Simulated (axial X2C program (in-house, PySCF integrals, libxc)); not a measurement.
Spin–orbit effects down a group: molecules with Mo (ions), HF

Calculated with an in-house relativistic program for diatomic molecules, spin-free (one-electron X2C) or two-component (2c: spin–orbit coupling with atomic mean-field Coulomb and Gaunt terms, which also bring small scalar terms), in Dyall basis sets with cores contracted in-house; open shells are unrestricted.

Basis sets: H dyall-v3z, Li dyall-cv3z, Mo dyall-cv3z, Na dyall-cv3z.

| molecule | spin-free state | Re (Å) | ωe (cm⁻¹) | De (eV) | 2c state | Re 2c (Å) | ωe 2c (cm⁻¹) | De 2c (eV) |
| --- | --- | --- | --- | --- | --- | --- | --- | --- |
| MoH⁺ | M_S = 2, Λ = 0 | 1.710 | 1819.7 | 0.63 | Ω = 2 | 1.710 | 1817.8 | 0.62 |
| LiMo⁺ | M_S = 3, Λ = 0 | 3.046 | 219.4 | 0.96 | Ω = 3 | 3.047 | 219.2 | 0.96 |
| NaMo⁺ | M_S = 3, Λ = 0 | 3.382 | 112.8 | 0.66 | Ω = 3 | 3.383 | 112.7 | 0.65 |

Task: Work out the shifts from the spin-free to the two-component result.

Result: 

```csv
molecule,2c state,ΔRe (Å),Δωe (cm⁻¹),ΔDe (eV)
MoH⁺,Ω = 2,0.000,-1.9,-0.01
LiMo⁺,Ω = 3,0.001,-0.2,0.00
NaMo⁺,Ω = 3,0.001,-0.1,-0.01
```

Shifts of one unit in the last digit are rounding.

Fragments in 2c: Mo+ + H, Mo + Li+, Mo + Na+. Each entry is the lowest single determinant of a limited PBE0 search at one distance. De goes to single-determinant-based atoms at the same level (for ions the charge split of lowest energy) and is withheld (n/a) where an atom does not fit its ground term or J level. Main or longest-lived isotopes. One determinant is a doubtful description, or other states lie close, for MoH⁺, LiMo⁺, NaMo⁺; these need not be ground states, and all values refer to the states named. Some open-shell Ω = 0 determinants are out of reach, so the Ω given for MoH⁺, LiMo⁺, NaMo⁺ need not be the lowest component. With several unpaired electrons the Ω given is that of one determinant, not necessarily of the lowest component.
